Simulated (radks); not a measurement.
All-electron atom: Nd II in [Xe] 4f4 6s1 (the NIST ground configuration).

Method: scalar-relativistic Kohn-Sham, LDA (Slater exchange, Perdew-Wang correlation), spin-polarised, spherical densities, finite nucleus; open shells are filled with parallel spins first (spin-orbit coupling, left out, can overturn this in heavy ions); Fermi nuclear charge, rms radius 4.9123 fm; computed with a radial shooting solver on a logarithmic mesh with Libxc functionals.

Energy parts (eV):
total: -261677.08
kinetic: 278408.13
electron-nucleus: -635375.85
Hartree: 101146.34
exchange-correlation: -5855.71

Orbitals (lengths in bohr, moments of r in powers of bohr; r(max) is where P^2 peaks; r(90%) holds 90 % of the orbital's charge):
| orbital | occ. | eigenvalue (eV) | r(max) | r(90%) |
|---|---|---|---|---|
| 1s up | 1 | -43360.01 | 0.01511 | 0.0427 |
| 1s down | 1 | -43360.00 | 0.01511 | 0.0427 |
| 2s up | 1 | -7019.026 | 0.08558 | 0.156 |
| 2s down | 1 | -7018.988 | 0.08558 | 0.156 |
| 2p up | 3 | -6278.806 | 0.06894 | 0.145 |
| 2p down | 3 | -6278.779 | 0.06893 | 0.145 |
| 3s up | 1 | -1526.994 | 0.2440 | 0.391 |
| 3s down | 1 | -1525.879 | 0.2440 | 0.391 |
| 3p up | 3 | -1293.453 | 0.2389 | 0.396 |
| 3p down | 3 | -1292.348 | 0.2389 | 0.396 |
| 3d up | 5 | -968.3389 | 0.1960 | 0.378 |
| 3d down | 5 | -967.4685 | 0.1959 | 0.377 |
| 4s up | 1 | -308.8294 | 0.5653 | 0.874 |
| 4s down | 1 | -305.9877 | 0.5651 | 0.873 |
| 4p up | 3 | -232.2911 | 0.5901 | 0.937 |
| 4p down | 3 | -229.4407 | 0.5898 | 0.937 |
| 4d up | 5 | -123.4245 | 0.6188 | 1.07 |
| 4d down | 5 | -120.5818 | 0.6184 | 1.07 |
| 5s up | 1 | -47.2428 | 1.315 | 2.11 |
| 5s down | 1 | -45.4315 | 1.322 | 2.13 |
| 5p up | 3 | -28.6936 | 1.491 | 2.52 |
| 5p down | 3 | -27.2236 | 1.505 | 2.55 |
| 6s up | 1 | -8.7723 | 3.492 | 5.65 |
| 4f up | 4 | -8.7275 | 0.6629 | 1.92 |
| 6s down | 0 | -7.8280 | 3.535 | 5.86 |
| 4f down | 0 | -6.2754 | 0.6649 | 2.08 |

The highest occupied level is 4f up at -8.728 eV. The density falls to 0.001 e/bohr^3 at r = 4.58 bohr. The spin density at the nucleus is 24.29 e/bohr^3 (1s 0.10, 2s -0.39, 3s -5.39, 4s -0.49, 5s 5.55, 6s 24.91).
